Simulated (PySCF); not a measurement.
GaCl₂, SMILES [Cl][Ga][Cl], multiplicity 2. The structure is a stationary point at PBE0-D3(BJ)/def2-TZVP. The multiplicity is an assumed one; other spin states were not compared. The isomer is the one that the SMILES or the coordinates give; other isomers of the formula were not compared.

**Question.** Give the equilibrium geometry at PBE0-D3(BJ)/def2-TZVP (PySCF confirms it by a frequency run) as bond lengths and angles, and its point group. (An estimate is asked for; the answer gives what the named calculation found.)

**Answer.** point group C2v.
Atoms: Ga1 Cl2 Cl3. Bond lengths (Å): Ga1–Cl2 2.159, Ga1–Cl3 2.159. Bond angles (°): Cl2–Ga1–Cl3 118.8.
Charge 0, spin multiplicity 2.
